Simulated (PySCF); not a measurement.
PySCF input (BP86/def2-SVP):

```python
from pyscf import gto, dft

mol = gto.M(
    atom='''
    C    -2.35733600   -0.22792400   -0.20758300
    C    -1.49206900    0.95175700    0.19954600
    N    -0.07212000    0.78311000   -0.06787000
    C     0.69002500    1.97299800    0.26300400
    Ge    0.80601400   -0.86589900   -0.01302100
    H    -2.22725000   -0.46604200   -1.26369700
    H    -3.40750300    0.01225800   -0.03571800
    H    -2.12219100   -1.12100000    0.37409200
    H    -1.82313800    1.84611900   -0.34455800
    H    -1.65216500    1.17376300    1.26622400
    H     1.74906900    1.81776400    0.06195400
    H     0.34854500    2.81495500   -0.34997100
    H     0.57499600    2.26450000    1.31594700
    H     0.04644800   -1.79268300   -1.00917100
    H     2.18184400   -0.50364100   -0.65312500
    ''',
    basis='def2-svp',
    charge=0,
    spin=1,
    verbose=4,
)

mf = dft.UKS(mol, xc='bp86').density_fit(auxbasis='def2-universal-jkfit')
mf.grids.level = 3
mf.conv_tol = 1e-9
mf.max_cycle = 100
mf.max_memory = 1500
mf.kernel()
if not mf.converged:
    mf = mf.newton()
    mf.kernel(mf.make_rdm1())
mo, _, stable, _ = mf.stability(return_status=True)
if not stable:
    mf.kernel(mf.make_rdm1(mo, mf.mo_occ))
    stable = mf.stability(return_status=True)[2]
mf.dip_moment()
```

Output:

```
PySCF version 2.14.0

[INPUT] verbose = 4
[INPUT] num. atoms = 15
[INPUT] num. electrons = 67
[INPUT] charge = 0
[INPUT] spin (= nelec alpha-beta = 2S) = 1
[INPUT] symmetry False subgroup None
[INPUT] Mole.unit = angstrom
[INPUT] Symbol           X                Y                Z      unit          X                Y                Z       unit  Magmom
[INPUT]  1 C     -2.357336000000  -0.227924000000  -0.207583000000 AA   -4.454719423578  -0.430713937215  -0.392275018116 Bohr   0.0
[INPUT]  2 C     -1.492069000000   0.951757000000   0.199546000000 AA   -2.819601768954   1.798560067138   0.377087289252 Bohr   0.0
[INPUT]  3 N     -0.072120000000   0.783110000000  -0.067870000000 AA   -0.136287048104   1.479863425408  -0.128255712074 Bohr   0.0
[INPUT]  4 C      0.690025000000   1.972998000000   0.263004000000 AA    1.303958269103   3.728425864315   0.497005529665 Bohr   0.0
[INPUT]  5 Ge     0.806014000000  -0.865899000000  -0.013021000000 AA    1.523145712565  -1.636311961535  -0.024606123868 Bohr   0.0
[INPUT]  6 H     -2.227250000000  -0.466042000000  -1.263697000000 AA   -4.208892510938  -0.880691742545  -2.388041234434 Bohr   0.0
[INPUT]  7 H     -3.407503000000   0.012258000000  -0.035718000000 AA   -6.439247438634   0.023164262835  -0.067497237717 Bohr   0.0
[INPUT]  8 H     -2.122191000000  -1.121000000000   0.374092000000 AA   -4.010359774017  -2.118382985637   0.706931425391 Bohr   0.0
[INPUT]  9 H     -1.823138000000   1.846119000000  -0.344558000000 AA   -3.445231507287   3.488659303356  -0.651120254028 Bohr   0.0
[INPUT] 10 H     -1.652165000000   1.173763000000   1.266224000000 AA   -3.122139362592   2.218090605148   2.392816572351 Bohr   0.0
[INPUT] 11 H      1.749069000000   1.817764000000   0.061954000000 AA    3.305261382967   3.435076119094   0.117076092321 Bohr   0.0
[INPUT] 12 H      0.348545000000   2.814955000000  -0.349971000000 AA    0.658654592087   5.319494002975  -0.661349341540 Bohr   0.0
[INPUT] 13 H      0.574996000000   2.264500000000   1.315947000000 AA    1.086584962720   4.279284809078   2.486779424443 Bohr   0.0
[INPUT] 14 H      0.046448000000  -1.792683000000  -1.009171000000 AA    0.087773999034  -3.387679898164  -1.907056802853 Bohr   0.0
[INPUT] 15 H      2.181844000000  -0.503641000000  -0.653125000000 AA    4.123087606526  -0.951743555102  -1.234227375107 Bohr   0.0

nuclear repulsion = 360.495535192433
number of shells = 66
number of NR pGTOs = 240
number of NR cGTOs = 138
basis = def2-svp
ecp = {}

******** <class 'pyscf.df.df_jk.DFUKS'> ********
method = DFUKS
initial guess = minao
damping factor = 0
level_shift factor = 0
DIIS = <class 'pyscf.scf.diis.CDIIS'>
diis_start_cycle = 1
diis_space = 8
diis_damp = 0
SCF conv_tol = 1e-09
SCF conv_tol_grad = None
SCF max_cycles = 100
direct_scf = False
number electrons alpha = 34  beta = 33
XC library pyscf.dft.libxc version 7.1.2
    S. Lehtola, C. Steigemann, M. J. T. Oliveira, and M. A. L. Marques,  SoftwareX 7, 1–5 (2018)
XC functionals = bp86
    A. D. Becke,  Phys. Rev. A 38, 3098 (1988)
    J. P. Perdew,  Phys. Rev. B 33, 8822 (1986)
    J. P. Perdew,  Phys. Rev. B 34, 7406–7406 (1986)
radial grids:
    Treutler-Ahlrichs [JCP 102, 346 (1995); DOI:10.1063/1.469408] (M4) radial grids

becke partition: Becke, JCP 88, 2547 (1988); DOI:10.1063/1.454033
pruning grids: <function nwchem_prune>
grids dens level: 3
symmetrized grids: False
atomic radii adjust function: <function treutler_atomic_radii_adjust>
small_rho_cutoff = 0
Set gradient conv threshold to 3.16228e-05
tot grids = 174976
init E= -2251.38814648116
  alpha nocc = 34  HOMO = -0.178896925056985  LUMO = -0.0311182797109724
  beta  nocc = 33  HOMO = -0.279228267720225  LUMO = -0.178896925056984

WARN: HOMO -0.178896925056985 >= LUMO -0.178896925056984

cycle= 1 E= -2251.83769104114  delta_E= -0.45  |g|= 0.459  |ddm|=  2.7
  alpha nocc = 34  HOMO = -0.0884718758206899  LUMO = 0.0321166066304404
  beta  nocc = 33  HOMO = -0.172424694079969  LUMO = -0.0704323389793489
  HOMO = -0.0884718758207  LUMO = -0.0704323389793  gap/eV = 0.49088
cycle= 2 E= -2251.51294535555  delta_E= 0.325  |g|= 0.901  |ddm|= 1.32
  alpha nocc = 34  HOMO = -0.144604497811331  LUMO = 0.0188420193816072
  beta  nocc = 33  HOMO = -0.230965915598398  LUMO = -0.113218314557876
  HOMO = -0.144604497811  LUMO = -0.113218314558  gap/eV = 0.85406
cycle= 3 E= -2251.86979215783  delta_E= -0.357  |g|= 0.311  |ddm|= 1.25
  alpha nocc = 34  HOMO = -0.144297247734203  LUMO = 0.0191392712505318
  beta  nocc = 33  HOMO = -0.201962616201347  LUMO = -0.110767885975267
  HOMO = -0.144297247734  LUMO = -0.110767885975  gap/eV = 0.91238
cycle= 4 E= -2251.91964692604  delta_E= -0.0499  |g|= 0.0301  |ddm|= 0.322
  alpha nocc = 34  HOMO = -0.15300381444536  LUMO = 0.0143720771985816
  beta  nocc = 33  HOMO = -0.205794706732277  LUMO = -0.118969779128026
  HOMO = -0.153003814445  LUMO = -0.118969779128  gap/eV = 0.92611
cycle= 5 E= -2251.92002449626  delta_E= -0.000378  |g|= 0.0208  |ddm|= 0.093
  alpha nocc = 34  HOMO = -0.151130202700077  LUMO = 0.0156215806328088
  beta  nocc = 33  HOMO = -0.205685875760828  LUMO = -0.116818713944991
  HOMO = -0.1511302027  LUMO = -0.116818713945  gap/eV = 0.93366
cycle= 6 E= -2251.9203625379  delta_E= -0.000338  |g|= 0.00412  |ddm|= 0.037
  alpha nocc = 34  HOMO = -0.151123123424005  LUMO = 0.0156795306958579
  beta  nocc = 33  HOMO = -0.205830470759761  LUMO = -0.116716652770482
  HOMO = -0.151123123424  LUMO = -0.11671665277  gap/eV = 0.93625
cycle= 7 E= -2251.92037075632  delta_E= -8.22e-06  |g|= 0.00134  |ddm|= 0.0051
  alpha nocc = 34  HOMO = -0.151203618616675  LUMO = 0.0156501275009937
  beta  nocc = 33  HOMO = -0.205878525440586  LUMO = -0.116727484035773
  HOMO = -0.151203618617  LUMO = -0.116727484036  gap/eV = 0.93814
cycle= 8 E= -2251.92037167647  delta_E= -9.2e-07  |g|= 0.000519  |ddm|= 0.00173
  alpha nocc = 34  HOMO = -0.151203661568339  LUMO = 0.0156568098508005
  beta  nocc = 33  HOMO = -0.205863939858603  LUMO = -0.116692194298303
  HOMO = -0.151203661568  LUMO = -0.116692194298  gap/eV = 0.93910
cycle= 9 E= -2251.92037181999  delta_E= -1.44e-07  |g|= 0.000124  |ddm|= 0.000696
  alpha nocc = 34  HOMO = -0.151207174057664  LUMO = 0.0156581636238196
  beta  nocc = 33  HOMO = -0.205873123620066  LUMO = -0.116689752668322
  HOMO = -0.151207174058  LUMO = -0.116689752668  gap/eV = 0.93927
cycle= 10 E= -2251.92037183001  delta_E= -1e-08  |g|= 4.55e-05  |ddm|= 0.000224
  alpha nocc = 34  HOMO = -0.151207149420284  LUMO = 0.0156584370801958
  beta  nocc = 33  HOMO = -0.20587302670631  LUMO = -0.116689008813193
  HOMO = -0.15120714942  LUMO = -0.116689008813  gap/eV = 0.93929
cycle= 11 E= -2251.92037183101  delta_E= -1e-09  |g|= 2.07e-05  |ddm|= 6.62e-05
  alpha nocc = 34  HOMO = -0.151209126459967  LUMO = 0.0156573780314426
  beta  nocc = 33  HOMO = -0.205873768658552  LUMO = -0.116690867159308
  HOMO = -0.15120912646  LUMO = -0.116690867159  gap/eV = 0.93929
Extra cycle  E= -2251.92037183076  delta_E= 2.55e-10  |g|= 3.15e-05  |ddm|= 5.08e-05
converged SCF energy = -2251.92037183076  <S^2> = 0.75174971  2S+1 = 2.0017489
uhf_internal: lowest eigs of H = [1.07166566 1.07849504 1.08484692]
<class 'pyscf.df.df_jk.DFUKS'> wavefunction is stable in the internal stability analysis
Dipole moment(X, Y, Z, Debye): -1.08723,  1.53391,  0.30762
```

The geometry given is a B3LYP-D3(BJ)/def2-TZVP minimum.
